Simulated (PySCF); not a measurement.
# [Er(H2O)9]3+: from a saddle point downhill

PySCF 2.14.0, RKS BP86, Er lcecp-1-SVP with ECP57, O def2-SVP, H def2-SVP; non-relativistic Hamiltonian with scalar-relativistic core potentials where named; density fitting; no spin-orbit coupling. Relaxed within the symmetry of its start, the geometry (D3h) is

```xyz
28

Er    0.0000    0.0000    0.0000
O     1.7366    0.0000    1.7939
H     1.6930    0.0000    2.7737
H     2.7000    0.0000    1.6048
O    -0.8683    1.5039    1.7939
H    -0.8465    1.4662    2.7737
H    -1.3500    2.3383    1.6048
O    -0.8683   -1.5039    1.7939
H    -0.8465   -1.4662    2.7737
H    -1.3500   -2.3383    1.6048
O     1.7366    0.0000   -1.7939
H     2.7000    0.0000   -1.6048
H     1.6930    0.0000   -2.7737
O    -0.8683    1.5039   -1.7939
H    -1.3500    2.3383   -1.6048
H    -0.8465    1.4662   -2.7737
O    -0.8683   -1.5039   -1.7939
H    -1.3500   -2.3383   -1.6048
H    -0.8465   -1.4662   -2.7737
O     1.2078    2.0918    0.0000
H     1.5027    2.6027    0.7832
H     1.5027    2.6027   -0.7832
O    -2.4155    0.0000    0.0000
H    -3.0054    0.0000    0.7832
H    -3.0054    0.0000   -0.7832
O     1.2077   -2.0919    0.0000
H     1.5027   -2.6027    0.7832
H     1.5027   -2.6027   -0.7832
```

and its lowest harmonic modes are -327, -306, -185, -185, -110, -110 cm⁻¹ (negative: unstable). It was moved along the lowest mode and relaxed again, within the group D3 that the move left.

Question: Where does it end, and how much lower?

Answer: In D3, 0.538 eV lower, after 21 steps:
```xyz
28

Er    0.0000    0.0000    0.0000
O     1.7192    0.0053    1.7274
H     1.7834   -0.5207    2.5536
H     2.4615    0.6462    1.7676
O    -0.8642    1.4863    1.7274
H    -0.4408    1.8048    2.5536
H    -1.7904    1.8087    1.7676
O    -0.8550   -1.4916    1.7274
H    -1.3426   -1.2841    2.5536
H    -0.6712   -2.4548    1.7676
O     1.7192   -0.0053   -1.7274
H     2.4615   -0.6462   -1.7676
H     1.7834    0.5206   -2.5536
O    -0.8550    1.4916   -1.7274
H    -0.6712    2.4548   -1.7676
H    -1.3426    1.2841   -2.5536
O    -0.8643   -1.4862   -1.7274
H    -1.7904   -1.8087   -1.7676
H    -0.4408   -1.8048   -2.5536
O     1.2426    2.1522    0.0000
H     1.0357    2.9590    0.5191
H     2.0448    2.3764   -0.5191
O    -2.4852    0.0000    0.0000
H    -3.0804   -0.5826    0.5191
H    -3.0804    0.5826   -0.5191
O     1.2426   -2.1522    0.0000
H     2.0447   -2.3764    0.5191
H     1.0356   -2.9590   -0.5191
```

Question: How do the contacts change?

Answer: 
| contact | saddle (Å) | end (Å) |
| --- | --- | --- |
| Er1–O2 (H2O) | 2.497 | 2.437 |
| Er1–O5 (H2O) | 2.497 | 2.437 |
| Er1–O8 (H2O) | 2.497 | 2.437 |
| Er1–O11 (H2O) | 2.497 | 2.437 |
| Er1–O14 (H2O) | 2.497 | 2.437 |
| Er1–O17 (H2O) | 2.497 | 2.437 |
| Er1–O20 (H2O) | 2.415 | 2.485 |
| Er1–O23 (H2O) | 2.415 | 2.485 |
| Er1–O26 (H2O) | 2.415 | 2.485 |


Question: Is the end a minimum?

Answer: Yes, as far as the noise of the softest modes lets one tell (those above −25 cm⁻¹ count as noise); lowest modes 55, 55, 95, 95, 106, 112 cm⁻¹.

An lcecp potential fixes the number of 4f electrons, so in runs with it no electron can move into or out of that shell.

State: singlet in the valence, with the 4f electrons in the core potential.
